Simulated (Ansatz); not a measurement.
All values below come from B3LYP-D3(BJ)/def2-SVP run with Ansatz (a program for electronic structure). No frequencies were computed at this level.

Ansatz 0.2 input:
```yaml
crystal:
  periodic: [false, false, false]
  atoms:
    - { symbol: B, position_ang: [-1.828544, -0.570176, 0.89139] }
    - { symbol: C, position_ang: [-0.976606, -0.38771, -0.418486] }
    - { symbol: C, position_ang: [0.030229, -1.5118, -0.700148] }
    - { symbol: C, position_ang: [1.162064, -1.462866, 0.321176] }
    - { symbol: C, position_ang: [1.86505, -0.110495, 0.269705] }
    - { symbol: C, position_ang: [0.869954, 1.024214, 0.497825] }
    - { symbol: C, position_ang: [-0.269782, 0.981364, -0.528225] }
    - { symbol: B, position_ang: [-1.231709, 2.223434, -0.530662] }
    - { symbol: H, position_ang: [-2.291365, 0.367058, 1.417505] }
    - { symbol: H, position_ang: [-2.059156, -1.639648, 1.306578] }
    - { symbol: H, position_ang: [-1.738634, -0.426734, -1.213662] }
    - { symbol: H, position_ang: [-0.469273, -2.481611, -0.652317] }
    - { symbol: H, position_ang: [0.44901, -1.400051, -1.705064] }
    - { symbol: H, position_ang: [0.74457, -1.615282, 1.319766] }
    - { symbol: H, position_ang: [1.880323, -2.263584, 0.127402] }
    - { symbol: H, position_ang: [2.337508, 0.013402, -0.708858] }
    - { symbol: H, position_ang: [2.653932, -0.071975, 1.025106] }
    - { symbol: H, position_ang: [1.389658, 1.983117, 0.440701] }
    - { symbol: H, position_ang: [0.441987, 0.930875, 1.499238] }
    - { symbol: H, position_ang: [0.203206, 1.023828, -1.525712] }
    - { symbol: H, position_ang: [-2.272998, 2.150246, -1.058693] }
    - { symbol: H, position_ang: [-0.889425, 3.244388, -0.074565] }
basis:
  gaussian: { orbitals: def2-svp }
hamiltonian:
  xc: b3lyp
  dispersion: d3bj
relax:
  max_steps: 150
```

Output:

```
Functional definition: B3LYP
2108 factors; integrals over basis functions are off by at most 2.9e-4 eV
mean field evaluation 1: about -7784.1286 eV, gradient 6.8e1 eV
mean field evaluation 2: about -7772.2840 eV, gradient 9.8e1 eV
mean field evaluation 4: about -7796.4723 eV, gradient 2.5e0 eV
mean field evaluation 8: about -7796.5269 eV, gradient 6.2e-2 eV
mean field evaluation 16: about -7796.5269 eV, gradient 1.5e-5 eV
mean field -7796.52690751 eV, -286.5170791754 hartree, gradient 1.5e-5 eV, S^2 0.000000; 0 other end points of the search recorded, 0 dependent functions left out
reference -7796.52720844 eV, -286.5170902342 hartree; 30, 30 occupied and 152, 152 virtual orbitals, 2108 factors
relax step   1: F+E_penalty+E_count = -7797.53914642 eV  Δ(F+E_penalty+E_count) = +0.000e0 eV  max|allowed force component| = 1.155e0 eV/Å  Δτ_max = 0.0000 Å  (28 SCF iters, accepted)
these checks for a lower state are left out or cut short: starts, cluster_reference, orbital_swaps, neighbouring_geometries, increment
2108 factors; integrals over basis functions are off by at most 3.1e-4 eV
mean field -7796.67647443 eV, -286.5225756582 hartree, gradient 2.0e-5 eV, S^2 0.000000; 0 other end points of the search recorded, 0 dependent functions left out
reference -7796.67677814 eV, -286.5225868194 hartree; 30, 30 occupied and 152, 152 virtual orbitals, 2108 factors
relax step   2: F+E_penalty+E_count = -7797.67659369 eV  Δ(F+E_penalty+E_count) = -1.374e-1 eV  max|allowed force component| = 4.144e-1 eV/Å  Δτ_max = 0.0660 Å  (29 SCF iters, accepted)
these checks for a lower state are left out or cut short: starts, cluster_reference, orbital_swaps, neighbouring_geometries, increment
2108 factors; integrals over basis functions are off by at most 3.2e-4 eV
mean field -7796.69475227 eV, -286.5232473564 hartree, gradient 1.6e-5 eV, S^2 0.000000; 0 other end points of the search recorded, 0 dependent functions left out
reference -7796.69505728 eV, -286.5232585652 hartree; 30, 30 occupied and 152, 152 virtual orbitals, 2108 factors
relax step   3: F+E_penalty+E_count = -7797.69090157 eV  Δ(F+E_penalty+E_count) = -1.431e-2 eV  max|allowed force component| = 2.744e-1 eV/Å  Δτ_max = 0.0623 Å  (29 SCF iters, accepted)
these checks for a lower state are left out or cut short: starts, cluster_reference, orbital_swaps, neighbouring_geometries, increment
2108 factors; integrals over basis functions are off by at most 3.3e-4 eV
mean field evaluation 32: about -7796.6506 eV, gradient 1.6e0 eV
mean field -7796.70216208 eV, -286.5235196620 hartree, gradient 1.4e-5 eV, S^2 0.000000; 0 other end points of the search recorded, 0 dependent functions left out
reference -7796.70246692 eV, -286.5235308646 hartree; 30, 30 occupied and 152, 152 virtual orbitals, 2108 factors
relax step   4: F+E_penalty+E_count = -7797.69708253 eV  Δ(F+E_penalty+E_count) = -6.181e-3 eV  max|allowed force component| = 1.816e-1 eV/Å  Δτ_max = 0.0622 Å  (29 SCF iters, accepted)
these checks for a lower state are left out or cut short: starts, cluster_reference, orbital_swaps, neighbouring_geometries, increment
2108 factors; integrals over basis functions are off by at most 3.3e-4 eV
mean field -7796.70658795 eV, -286.5236823096 hartree, gradient 1.2e-5 eV, S^2 0.000000; 0 other end points of the search recorded, 0 dependent functions left out
reference -7796.70689272 eV, -286.5236935098 hartree; 30, 30 occupied and 152, 152 virtual orbitals, 2108 factors
relax step   5: F+E_penalty+E_count = -7797.70116479 eV  Δ(F+E_penalty+E_count) = -4.082e-3 eV  max|allowed force component| = 8.469e-2 eV/Å  Δτ_max = 0.0219 Å  (29 SCF iters, accepted)
these checks for a lower state are left out or cut short: starts, cluster_reference, orbital_swaps, neighbouring_geometries, increment
2108 factors; integrals over basis functions are off by at most 3.3e-4 eV
mean field -7796.70804914 eV, -286.5237360075 hartree, gradient 1.2e-5 eV, S^2 0.000000; 0 other end points of the search recorded, 0 dependent functions left out
reference -7796.70835405 eV, -286.5237472126 hartree; 30, 30 occupied and 152, 152 virtual orbitals, 2108 factors
relax step   6: F+E_penalty+E_count = -7797.70268166 eV  Δ(F+E_penalty+E_count) = -1.517e-3 eV  max|allowed force component| = 4.320e-2 eV/Å  Δτ_max = 0.0665 Å  (28 SCF iters, accepted)
these checks for a lower state are left out or cut short: starts, cluster_reference, orbital_swaps, neighbouring_geometries, increment
2108 factors; integrals over basis functions are off by at most 3.3e-4 eV
mean field -7796.71078903 eV, -286.5238366964 hartree, gradient 1.2e-5 eV, S^2 0.000000; 0 other end points of the search recorded, 0 dependent functions left out
reference -7796.71109401 eV, -286.5238479042 hartree; 30, 30 occupied and 152, 152 virtual orbitals, 2108 factors
relax step   7: F+E_penalty+E_count = -7797.70343157 eV  Δ(F+E_penalty+E_count) = -7.499e-4 eV  max|allowed force component| = 8.366e-2 eV/Å  Δτ_max = 0.0577 Å  (29 SCF iters, accepted)
these checks for a lower state are left out or cut short: starts, cluster_reference, orbital_swaps, neighbouring_geometries, increment
2108 factors; integrals over basis functions are off by at most 3.3e-4 eV
mean field evaluation 64: about -7796.7110 eV, gradient 1.3e-5 eV
mean field -7796.71097585 eV, -286.5238435621 hartree, gradient 1.3e-5 eV, S^2 0.000000; 0 other end points of the search recorded, 0 dependent functions left out
reference -7796.71128076 eV, -286.5238547670 hartree; 30, 30 occupied and 152, 152 virtual orbitals, 2108 factors
relax step   8: F+E_penalty+E_count = -7797.70364950 eV  Δ(F+E_penalty+E_count) = -2.179e-4 eV  max|allowed force component| = 7.494e-3 eV/Å  Δτ_max = 0.0083 Å  (24 SCF iters, accepted)
2108 factors; integrals over basis functions are off by at most 3.3e-4 eV
mean field -7796.71097585 eV, -286.5238435621 hartree, gradient 1.3e-5 eV, S^2 0.000000; 1 other end points of the search recorded, 0 dependent functions left out
reference -7796.71128076 eV, -286.5238547670 hartree; 30, 30 occupied and 152, 152 virtual orbitals, 2108 factors
Total energy: -7797.70395440 eV, -286.5603348505 hartree
Atom 0 at    -1.905645    -0.595793     0.829774 Å, force     0.002242    -0.007494     0.000410 eV/Å
Atom 1 at    -0.962720    -0.396936    -0.395006 Å, force     0.000228     0.003109     0.001910 eV/Å
Atom 2 at     0.032011    -1.537266    -0.670569 Å, force     0.002232    -0.000711    -0.004643 eV/Å
Atom 3 at     1.204220    -1.472794     0.315140 Å, force     0.000778    -0.001687     0.001039 eV/Å
Atom 4 at     1.899080    -0.107703     0.272274 Å, force     0.000330    -0.000567     0.000408 eV/Å
Atom 5 at     0.913144     1.043741     0.498497 Å, force     0.003358     0.002172    -0.000815 eV/Å
Atom 6 at    -0.282771     0.988261    -0.470813 Å, force    -0.002806    -0.003639     0.002967 eV/Å
Atom 7 at    -1.219984     2.228266    -0.510561 Å, force     0.003704     0.006035     0.002120 eV/Å
Atom 8 at    -2.424566     0.358514     1.364235 Å, force    -0.003418     0.004822     0.001602 eV/Å
Atom 9 at    -2.210825    -1.703634     1.206983 Å, force    -0.000008     0.005710    -0.002447 eV/Å
Atom 10 at    -1.772444    -0.433445    -1.169177 Å, force    -0.000404    -0.001257    -0.001173 eV/Å
Atom 11 at    -0.472612    -2.514534    -0.600789 Å, force     0.000321     0.001181     0.001541 eV/Å
Atom 12 at     0.424936    -1.452522    -1.700672 Å, force     0.000123    -0.000400     0.000858 eV/Å
Atom 13 at     0.821114    -1.654448     1.337457 Å, force     0.001711    -0.000478     0.000227 eV/Å
Atom 14 at     1.928584    -2.277738     0.107546 Å, force     0.000039     0.000595    -0.000729 eV/Å
Atom 15 at     2.375819     0.020181    -0.717403 Å, force    -0.000771     0.000068    -0.000394 eV/Å
Atom 16 at     2.711812    -0.067539     1.016705 Å, force     0.000647    -0.000219    -0.000072 eV/Å
Atom 17 at     1.428550     2.014117     0.414654 Å, force    -0.000068    -0.000260    -0.000196 eV/Å
Atom 18 at     0.525403     0.990243     1.533776 Å, force    -0.003009    -0.001990     0.000314 eV/Å
Atom 19 at     0.137841     1.112121    -1.507160 Å, force    -0.000184    -0.000784     0.000046 eV/Å
Atom 20 at    -2.327802     2.140974    -0.987872 Å, force    -0.004074     0.000379    -0.001406 eV/Å
Atom 21 at    -0.823146     3.317926    -0.167018 Å, force    -0.000970    -0.004584    -0.001567 eV/Å
Dipole moment:     0.172796    -0.106055    -0.121745 e Å
```

Cost: very roughly 2.7 core-minutes.
